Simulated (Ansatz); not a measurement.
Molecular dynamics of Cl$_{4}$FH$_{3}$NTa

The input (input.yaml):

```yaml
crystal:
  periodic: [false, false, false]
  atoms:
    - { symbol: Ta, position_ang: [0.061831, -0.158563, 0.12542] }
    - { symbol: "N", position_ang: [2.173111, -0.005012, 0.215273] }
    - { symbol: H, position_ang: [2.595589, 0.45895, 1.002243] }
    - { symbol: H, position_ang: [2.678174, 0.224837, -0.624526] }
    - { symbol: Cl, position_ang: [0.20719, 0.118375, 2.45594] }
    - { symbol: Cl, position_ang: [0.450428, -0.532177, -2.164025] }
    - { symbol: Cl, position_ang: [-0.771114, 1.948182, -0.215902] }
    - { symbol: Cl, position_ang: [-1.797591, -1.536544, 0.220255] }
    - { symbol: F, position_ang: [1.17233, -2.085622, 0.455498] }
    - { symbol: H, position_ang: [1.958651, -1.408027, 0.402025] }
basis:
  gaussian: { orbitals: def2-SVP }
hamiltonian:
  xc: hf
md:
  timestep: 0.5
  n_steps: 200
  ensemble: nve
  temperature: 300.0
  initial_velocities: maxwell_boltzmann
  seed: 4498
```

Run as:

```bash
$ ansatz run input.yaml --threads 4 --pin off --max-ram 5120MiB --backend cpu --events-out ev --progress --plain --runs-dir out
```

It starts at the highest image of a converged band, a first-order saddle point between two minima.

Output, in part (one step line in 3, the closing report, with atoms numbered from 0):

```
md step     0: t =     0.00 fs  T =   300.0 K  F+E_penalty+E_count = -55771.95993887 eV  E_kin = 0.310224 eV  conserved = -55771.64971487 eV  (40 SCF iters)
md step     3: t =     1.50 fs  T =   270.1 K  F+E_penalty+E_count = -55771.92809368 eV  E_kin = 0.279308 eV  conserved = -55771.64878555 eV  (42 SCF iters)
md step     6: t =     3.00 fs  T =   265.4 K  F+E_penalty+E_count = -55771.92340231 eV  E_kin = 0.274421 eV  conserved = -55771.64898136 eV  (41 SCF iters)
md step     9: t =     4.50 fs  T =   271.6 K  F+E_penalty+E_count = -55771.93046339 eV  E_kin = 0.280899 eV  conserved = -55771.64956399 eV  (42 SCF iters)
md step    12: t =     6.00 fs  T =   232.7 K  F+E_penalty+E_count = -55771.88932699 eV  E_kin = 0.240619 eV  conserved = -55771.64870821 eV  (42 SCF iters)
md step    15: t =     7.50 fs  T =   229.3 K  F+E_penalty+E_count = -55771.88606986 eV  E_kin = 0.237103 eV  conserved = -55771.64896686 eV  (41 SCF iters)
md step    18: t =     9.00 fs  T =   234.5 K  F+E_penalty+E_count = -55771.89212218 eV  E_kin = 0.242448 eV  conserved = -55771.64967428 eV  (41 SCF iters)
md step    21: t =    10.50 fs  T =   186.7 K  F+E_penalty+E_count = -55771.84163533 eV  E_kin = 0.193017 eV  conserved = -55771.64861880 eV  (42 SCF iters)
md step    24: t =    12.00 fs  T =   183.3 K  F+E_penalty+E_count = -55771.83859699 eV  E_kin = 0.189573 eV  conserved = -55771.64902401 eV  (41 SCF iters)
md step    27: t =    13.50 fs  T =   191.7 K  F+E_penalty+E_count = -55771.84772099 eV  E_kin = 0.198200 eV  conserved = -55771.64952119 eV  (41 SCF iters)
md step    30: t =    15.00 fs  T =   158.4 K  F+E_penalty+E_count = -55771.81251243 eV  E_kin = 0.163781 eV  conserved = -55771.64873140 eV  (41 SCF iters)
md step    33: t =    16.50 fs  T =   158.8 K  F+E_penalty+E_count = -55771.81327048 eV  E_kin = 0.164229 eV  conserved = -55771.64904183 eV  (41 SCF iters)
md step    36: t =    18.00 fs  T =   165.3 K  F+E_penalty+E_count = -55771.82041691 eV  E_kin = 0.170905 eV  conserved = -55771.64951150 eV  (41 SCF iters)
md step    39: t =    19.50 fs  T =   141.0 K  F+E_penalty+E_count = -55771.79442993 eV  E_kin = 0.145805 eV  conserved = -55771.64862519 eV  (41 SCF iters)
md step    42: t =    21.00 fs  T =   162.3 K  F+E_penalty+E_count = -55771.81722080 eV  E_kin = 0.167857 eV  conserved = -55771.64936331 eV  (41 SCF iters)
md step    45: t =    22.50 fs  T =   164.5 K  F+E_penalty+E_count = -55771.81957791 eV  E_kin = 0.170144 eV  conserved = -55771.64943366 eV  (41 SCF iters)
md step    48: t =    24.00 fs  T =   137.1 K  F+E_penalty+E_count = -55771.79028006 eV  E_kin = 0.141766 eV  conserved = -55771.64851435 eV  (31 SCF iters)
md step    51: t =    25.50 fs  T =   169.1 K  F+E_penalty+E_count = -55771.82410450 eV  E_kin = 0.174844 eV  conserved = -55771.64926011 eV  (41 SCF iters)
md step    54: t =    27.00 fs  T =   185.3 K  F+E_penalty+E_count = -55771.84132845 eV  E_kin = 0.191625 eV  conserved = -55771.64970307 eV  (41 SCF iters)
md step    57: t =    28.50 fs  T =   156.8 K  F+E_penalty+E_count = -55771.81045322 eV  E_kin = 0.162093 eV  conserved = -55771.64836049 eV  (31 SCF iters)
md step    60: t =    30.00 fs  T =   200.3 K  F+E_penalty+E_count = -55771.85666871 eV  E_kin = 0.207111 eV  conserved = -55771.64955763 eV  (43 SCF iters)
md step    63: t =    31.50 fs  T =   212.5 K  F+E_penalty+E_count = -55771.86917069 eV  E_kin = 0.219693 eV  conserved = -55771.64947740 eV  (42 SCF iters)
md step    66: t =    33.00 fs  T =   191.2 K  F+E_penalty+E_count = -55771.84615552 eV  E_kin = 0.197712 eV  conserved = -55771.64844366 eV  (42 SCF iters)
md step    69: t =    34.50 fs  T =   238.1 K  F+E_penalty+E_count = -55771.89563216 eV  E_kin = 0.246231 eV  conserved = -55771.64940075 eV  (41 SCF iters)
md step    72: t =    36.00 fs  T =   259.0 K  F+E_penalty+E_count = -55771.91751985 eV  E_kin = 0.267868 eV  conserved = -55771.64965166 eV  (41 SCF iters)
md step    75: t =    37.50 fs  T =   241.5 K  F+E_penalty+E_count = -55771.89814388 eV  E_kin = 0.249757 eV  conserved = -55771.64838652 eV  (42 SCF iters)
md step    78: t =    39.00 fs  T =   293.1 K  F+E_penalty+E_count = -55771.95277996 eV  E_kin = 0.303038 eV  conserved = -55771.64974162 eV  (42 SCF iters)
md step    81: t =    40.50 fs  T =   297.4 K  F+E_penalty+E_count = -55771.95680156 eV  E_kin = 0.307496 eV  conserved = -55771.64930595 eV  (43 SCF iters)
md step    84: t =    42.00 fs  T =   285.3 K  F+E_penalty+E_count = -55771.94356028 eV  E_kin = 0.294993 eV  conserved = -55771.64856715 eV  (43 SCF iters)
md step    87: t =    43.50 fs  T =   329.6 K  F+E_penalty+E_count = -55771.99045185 eV  E_kin = 0.340832 eV  conserved = -55771.64962025 eV  (42 SCF iters)
md step    90: t =    45.00 fs  T =   334.5 K  F+E_penalty+E_count = -55771.99515874 eV  E_kin = 0.345861 eV  conserved = -55771.64929814 eV  (42 SCF iters)
md step    93: t =    46.50 fs  T =   327.6 K  F+E_penalty+E_count = -55771.98757950 eV  E_kin = 0.338760 eV  conserved = -55771.64881908 eV  (43 SCF iters)
md step    96: t =    48.00 fs  T =   354.7 K  F+E_penalty+E_count = -55772.01633381 eV  E_kin = 0.366742 eV  conserved = -55771.64959201 eV  (43 SCF iters)
md step    99: t =    49.50 fs  T =   345.9 K  F+E_penalty+E_count = -55772.00682825 eV  E_kin = 0.357683 eV  conserved = -55771.64914512 eV  (43 SCF iters)
md step   102: t =    51.00 fs  T =   335.9 K  F+E_penalty+E_count = -55771.99634300 eV  E_kin = 0.347321 eV  conserved = -55771.64902168 eV  (41 SCF iters)
md step   105: t =    52.50 fs  T =   347.6 K  F+E_penalty+E_count = -55772.00866410 eV  E_kin = 0.359481 eV  conserved = -55771.64918320 eV  (42 SCF iters)
md step   108: t =    54.00 fs  T =   355.1 K  F+E_penalty+E_count = -55772.01687256 eV  E_kin = 0.367223 eV  conserved = -55771.64964977 eV  (42 SCF iters)
md step   111: t =    55.50 fs  T =   327.8 K  F+E_penalty+E_count = -55771.98772037 eV  E_kin = 0.338940 eV  conserved = -55771.64878030 eV  (42 SCF iters)
md step   114: t =    57.00 fs  T =   336.9 K  F+E_penalty+E_count = -55771.99765510 eV  E_kin = 0.348384 eV  conserved = -55771.64927121 eV  (43 SCF iters)
md step   117: t =    58.50 fs  T =   342.0 K  F+E_penalty+E_count = -55772.00327373 eV  E_kin = 0.353648 eV  conserved = -55771.64962620 eV  (43 SCF iters)
md step   120: t =    60.00 fs  T =   308.1 K  F+E_penalty+E_count = -55771.96712121 eV  E_kin = 0.318588 eV  conserved = -55771.64853356 eV  (42 SCF iters)
md step   123: t =    61.50 fs  T =   336.0 K  F+E_penalty+E_count = -55771.99692738 eV  E_kin = 0.347455 eV  conserved = -55771.64947275 eV  (42 SCF iters)
md step   126: t =    63.00 fs  T =   336.6 K  F+E_penalty+E_count = -55771.99781832 eV  E_kin = 0.348117 eV  conserved = -55771.64970137 eV  (42 SCF iters)
md step   129: t =    64.50 fs  T =   298.9 K  F+E_penalty+E_count = -55771.95734325 eV  E_kin = 0.309096 eV  conserved = -55771.64824694 eV  (43 SCF iters)
md step   132: t =    66.00 fs  T =   347.7 K  F+E_penalty+E_count = -55772.00955230 eV  E_kin = 0.359577 eV  conserved = -55771.64997505 eV  (43 SCF iters)
md step   135: t =    67.50 fs  T =   332.3 K  F+E_penalty+E_count = -55771.99275386 eV  E_kin = 0.343614 eV  conserved = -55771.64913997 eV  (43 SCF iters)
md step   138: t =    69.00 fs  T =   318.7 K  F+E_penalty+E_count = -55771.97820054 eV  E_kin = 0.329575 eV  conserved = -55771.64862516 eV  (43 SCF iters)
md step   141: t =    70.50 fs  T =   358.5 K  F+E_penalty+E_count = -55772.02062129 eV  E_kin = 0.370757 eV  conserved = -55771.64986398 eV  (42 SCF iters)
md step   144: t =    72.00 fs  T =   337.2 K  F+E_penalty+E_count = -55771.99769944 eV  E_kin = 0.348729 eV  conserved = -55771.64897079 eV  (44 SCF iters)
md step   147: t =    73.50 fs  T =   339.3 K  F+E_penalty+E_count = -55771.99982209 eV  E_kin = 0.350863 eV  conserved = -55771.64895929 eV  (44 SCF iters)
md step   150: t =    75.00 fs  T =   364.2 K  F+E_penalty+E_count = -55772.02629232 eV  E_kin = 0.376585 eV  conserved = -55771.64970714 eV  (44 SCF iters)
md step   153: t =    76.50 fs  T =   344.5 K  F+E_penalty+E_count = -55772.00527826 eV  E_kin = 0.356264 eV  conserved = -55771.64901431 eV  (44 SCF iters)
md step   156: t =    78.00 fs  T =   338.6 K  F+E_penalty+E_count = -55771.99915561 eV  E_kin = 0.350119 eV  conserved = -55771.64903653 eV  (44 SCF iters)
md step   159: t =    79.50 fs  T =   351.5 K  F+E_penalty+E_count = -55772.01278563 eV  E_kin = 0.363487 eV  conserved = -55771.64929861 eV  (44 SCF iters)
md step   162: t =    81.00 fs  T =   350.1 K  F+E_penalty+E_count = -55772.01144642 eV  E_kin = 0.361984 eV  conserved = -55771.64946210 eV  (44 SCF iters)
md step   165: t =    82.50 fs  T =   328.9 K  F+E_penalty+E_count = -55771.98883801 eV  E_kin = 0.340140 eV  conserved = -55771.64869838 eV  (44 SCF iters)
md step   168: t =    84.00 fs  T =   353.8 K  F+E_penalty+E_count = -55772.01554791 eV  E_kin = 0.365891 eV  conserved = -55771.64965667 eV  (44 SCF iters)
md step   171: t =    85.50 fs  T =   337.5 K  F+E_penalty+E_count = -55771.99828334 eV  E_kin = 0.348995 eV  conserved = -55771.64928822 eV  (44 SCF iters)
md step   174: t =    87.00 fs  T =   313.7 K  F+E_penalty+E_count = -55771.97281499 eV  E_kin = 0.324394 eV  conserved = -55771.64842123 eV  (44 SCF iters)
md step   177: t =    88.50 fs  T =   358.2 K  F+E_penalty+E_count = -55772.02042832 eV  E_kin = 0.370432 eV  conserved = -55771.64999605 eV  (44 SCF iters)
md step   180: t =    90.00 fs  T =   330.4 K  F+E_penalty+E_count = -55771.99058861 eV  E_kin = 0.341620 eV  conserved = -55771.64896865 eV  (43 SCF iters)
md step   183: t =    91.50 fs  T =   327.4 K  F+E_penalty+E_count = -55771.98738399 eV  E_kin = 0.338601 eV  conserved = -55771.64878322 eV  (42 SCF iters)
md step   186: t =    93.00 fs  T =   364.9 K  F+E_penalty+E_count = -55772.02739675 eV  E_kin = 0.377346 eV  conserved = -55771.65005112 eV  (44 SCF iters)
md step   189: t =    94.50 fs  T =   326.3 K  F+E_penalty+E_count = -55771.98592061 eV  E_kin = 0.337372 eV  conserved = -55771.64854816 eV  (44 SCF iters)
md step   192: t =    96.00 fs  T =   342.4 K  F+E_penalty+E_count = -55772.00329772 eV  E_kin = 0.354120 eV  conserved = -55771.64917752 eV  (44 SCF iters)
md step   195: t =    97.50 fs  T =   362.4 K  F+E_penalty+E_count = -55772.02443848 eV  E_kin = 0.374791 eV  conserved = -55771.64964720 eV  (44 SCF iters)
md step   198: t =    99.00 fs  T =   340.7 K  F+E_penalty+E_count = -55772.00117094 eV  E_kin = 0.352286 eV  conserved = -55771.64888493 eV  (44 SCF iters)
md step   200: t =   100.00 fs  T =   344.3 K  F+E_penalty+E_count = -55772.00508976 eV  E_kin = 0.356025 eV  conserved = -55771.64906437 eV  (44 SCF iters)
Total energy: -55772.00508976 eV, -2049.5833834257 hartree
Atom 0 at     0.089149    -0.038148     0.118531 Å, force    -0.802949    -0.532732     0.457638 eV/Å
Atom 1 at     2.004067     0.267077     0.271873 Å, force    -1.071770    -0.170713    -0.071806 eV/Å
Atom 2 at     2.518939     0.314830     1.102735 Å, force     0.626198     0.087550     1.229936 eV/Å
Atom 3 at     2.584332     0.378485    -0.509013 Å, force     0.829106     0.017089    -1.174296 eV/Å
Atom 4 at     0.124141     0.008631     2.493342 Å, force     0.140923     0.005713    -0.098708 eV/Å
Atom 5 at     0.445664    -0.619987    -2.111314 Å, force     0.085257    -0.107792    -0.201365 eV/Å
Atom 6 at    -0.856243     1.977501    -0.291657 Å, force    -0.178204     0.508762    -0.013676 eV/Å
Atom 7 at    -1.741678    -1.556629     0.322538 Å, force     0.389648     0.114034    -0.167050 eV/Å
Atom 8 at     1.268731    -2.965788     0.247119 Å, force     0.005658     0.042746     0.021905 eV/Å
Atom 9 at     1.873109    -3.602383     0.461562 Å, force    -0.023868     0.035343     0.017421 eV/Å
Dipole moment:     1.086733    -0.233248     0.007188 e Å
```

All steps were run. The conserved energy stayed within 0.16 meV per atom of its start (net change 0.065 meV per atom), so the integration is sound. A run of 0.1 ps of so small a system gives no equilibrium averages. The orbitals stay closed-shell, which can raise the energy where a bond breaks towards radicals; this wasn't checked here.

Between its relaxed ends the band would form Ta1–F9, N2–H10 and break F9–H10. These pairs go: Ta1–F9 2.25 → 3.16 Å, N2–H10 1.43 → 3.88 Å, F9–H10 1.04 → 0.90 Å. In the last frame they stand as before the step (other bonds may differ from the relaxed reactants and products). Also parted: Ta1–H10 2.29 → 4.00 Å. It ends as Cl4H2NTa + FH. Pairs count as bonded within 1.25 times the sum of covalent radii (0.12 Å more for H–H).

Last frame:

```xyz
10
Properties=species:S:1:pos:R:3
Ta 0.089 -0.038 0.118
N 2.004 0.267 0.272
H 2.519 0.315 1.103
H 2.584 0.379 -0.509
Cl 0.124 0.009 2.493
Cl 0.446 -0.620 -2.111
Cl -0.856 1.978 -0.292
Cl -1.742 -1.557 0.323
F 1.269 -2.966 0.247
H 1.873 -3.602 0.462
```

The run took 8.9 min on 4 threads of Arm Neoverse V1, with other jobs on the host, peak memory 0.48 GiB.
